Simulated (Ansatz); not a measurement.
Species: [W(F)6] (charge 0, multiplicity 1), formula F6W.

Question: How many basis functions does frozen-core CCSD(T)/def2-TZVPP // r2SCAN-D4/def2-SVP (Ansatz, an electronic-structure program) use, how many core orbitals are frozen, and how many electrons are correlated?

Answer: 242 basis functions and 6 frozen orbitals, which leaves 56 correlated electrons. Core time is of the order of minutes.
